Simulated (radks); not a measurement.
Results of a calculation; reference values are marked as such.
Question: All-electron atom: Ar4+ in [Ne] 3s2 3p2 (the NIST ground configuration). Code: a radial shooting solver on a logarithmic mesh with Libxc functionals. Model: scalar-relativistic Kohn-Sham, LDA (Slater exchange, Perdew-Wang correlation), spin-polarised, spherical densities, finite nucleus; open shells are filled with parallel spins first; Fermi nuclear charge, rms radius 3.4274 fm. Some entries of the table are withheld. Estimate them.

| orbital | occ. | eigenvalue (eV) | <1/r> (bohr^-1) |
|---|---|---|---|
| 1s up | 1 | -3181.337 | 17.65 |
| 1s down | 1 | -3180.711 | 17.65 |
| 2s up | 1 | -364.0360 | (1) |
| 2s down | 1 | -363.3562 | (2) |
| 2p up | 3 | -298.3845 | 3.462 |
| 2p down | 3 | -297.5498 | 3.463 |
| 3s up | 1 | -82.8704 | 1.118 |
| 3s down | 1 | -79.6564 | 1.113 |
| 3p up | 2 | -66.8754 | (3) |
| 3p down | 0 | -63.7865 | (4) |

Answer: 
(1) 2s up <1/r> (bohr^-1): 3.552
(2) 2s down <1/r> (bohr^-1): 3.553
(3) 3p up <1/r> (bohr^-1): 1.027
(4) 3p down <1/r> (bohr^-1): 1.017
